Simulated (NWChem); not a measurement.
N$_{2}$H$_{4}$Se; SMILES N[Se]N

```xyz
7

Se     0.0000     0.0000     0.4100
N     -1.4892     0.0000    -0.6495
H     -1.6129    -0.8378    -1.2122
H     -1.6129     0.8378    -1.2122
N      1.4892     0.0000    -0.6495
H      1.6129     0.8378    -1.2122
H      1.6129    -0.8378    -1.2122
```
Atoms are numbered in this order, from 1.

Computed with NWChem. Coordinates come from a PBE0/def2-SVP optimisation. B3LYP is NWChem's, with the RPA form of VWN correlation. Ions are spin-unrestricted doublets at the neutral geometry; other ion states weren't tried.

For level PBE/def2-SVP:

```
Property       Value
-------------  -----
−ε(HOMO) (eV)   4.91
```

### Question
Estimate the same quantities for level B3LYP/def2-SVP.

### Answer
* **−ε(HOMO) (eV)**: 5.93
